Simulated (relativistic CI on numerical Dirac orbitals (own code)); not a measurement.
Ligand-field terms of d1

Computed with a parametric ligand-field model of a d^n configuration (Racah B and C, spin-orbit zeta, crystal field), exact diagonalisation.

Field parameters in Wybourne normalisation: Oh B⁴₀ = 21Dq, B⁴₄ = √(5/14) B⁴₀; Td as Oh with Dq negative (B⁴₀ = 21Dq, B⁴₄ = √(5/14) B⁴₀). The field is a parameter set, without covalency.

Lowest levels for B = 490, C = 1790, ζ = 60 cm⁻¹, Oh, 10Dq = 32000 cm⁻¹?

Γ8 0 (S 0.50), Γ7 90 (S 0.50), Γ8 32030 (S 0.50) cm⁻¹, with S from ⟨S²⟩ = S(S + 1). The ground level has 0.00 electrons in the cubic e pair.

Lowest levels for B = 1020, C = 3760, ζ = 350 cm⁻¹, Oh, 10Dq = 27300 cm⁻¹?

Γ8 0 (S 0.50), Γ7 532 (S 0.50), Γ8 27488 (S 0.50) cm⁻¹, with S from ⟨S²⟩ = S(S + 1). The ground level has 0.00 electrons in the cubic e pair.

Lowest levels for B = 730, C = 3210, ζ = 90 cm⁻¹, Td, 10Dq = -6350 cm⁻¹?

Γ8 0 (S 0.50), Γ8 6309 (S 0.50), Γ7 6442 (S 0.50) cm⁻¹, with S from ⟨S²⟩ = S(S + 1). The ground level has 1.00 electrons in the cubic e pair.

Lowest levels for B = 360, C = 1610, ζ = 2850 cm⁻¹, Td, 10Dq = -9600 cm⁻¹?

Γ8 0 (S 0.50), Γ8 10750 (S 0.50), Γ7 13738 (S 0.50) cm⁻¹, with S from ⟨S²⟩ = S(S + 1). The ground level has 0.88 electrons in the cubic e pair.

Lowest levels for B = 990, C = 4860, ζ = 310 cm⁻¹, Td, 10Dq = -11200 cm⁻¹?

Γ8 0 (S 0.50), Γ8 11071 (S 0.50), Γ7 11523 (S 0.50) cm⁻¹, with S from ⟨S²⟩ = S(S + 1). The ground level has 1.00 electrons in the cubic e pair.
